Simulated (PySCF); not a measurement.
C5H9O2 (SMILES CC(=O)C=C(C)[OH2+]), charge +1, singlet, geometry from GFN2-xTB. Base run: SVWN5/STO-3G (PySCF).

The PySCF input:
```python
from pyscf import gto, scf, dft

mol = gto.Mole()
mol.atom = '''
    C     2.64458062   -0.07007123   -0.50424723
    C     1.27771519   -0.51430764   -0.10971693
    O     0.97500393   -1.63455360    0.19351909
    C     0.26308705    0.61217752   -0.12236214
    C    -1.02131824    0.41375702    0.10047826
    C    -1.78790725   -0.79679226    0.40481506
    O    -1.94310342    1.60821276   -0.01702034
    H     3.00870030    0.68375893    0.19237984
    H     2.62323352    0.37501649   -1.49781951
    H     3.32287322   -0.91875363   -0.50205637
    H     0.66189802    1.59041510   -0.34740887
    H    -2.57226957   -0.95889696   -0.33442828
    H    -2.24194258   -0.74717110    1.39512987
    H    -1.10457305   -1.64787516    0.38781835
    H    -1.48532732    2.46578543    0.11264879
    H    -2.72474057    1.49986742    0.56794391
'''
mol.basis = 'sto-3g'
mol.charge = 1
mol.verbose = 4
mol.build()

mf = dft.RKS(mol)
mf.xc = 'lda,vwn'
mf.kernel()
```

Each row names what was changed in the base input (with any setting that the change needs).

```
change                                       ΔE vs base (µEh)  SCF cycles        outcome
-------------------------------------------  ----------------  ----------  -------------
base                                                      0.0          12      converged
conv_tol = 1e-4                                          35.2           8      converged
init_guess = sap                                          0.0          13      converged
init_guess = vsap                                         0.0          12      converged
conv_tol = 1e-7                                           0.0          10      converged
diis_space = 2                                              -          50  not converged
conv_tol = 1e-6                                           0.0          10      converged
conv_tol_grad = 1e-3                                      0.0          12      converged
diis_space = 12                                           0.0          12      converged
level_shift = 0.1 (with mf.max_cycle = 100)               0.0          13      converged
init_guess = 1e                                           0.0          21      converged
solver = newton                                           0.0           -      converged
level_shift = 0.3 (with mf.max_cycle = 100)               0.0          22      converged
```
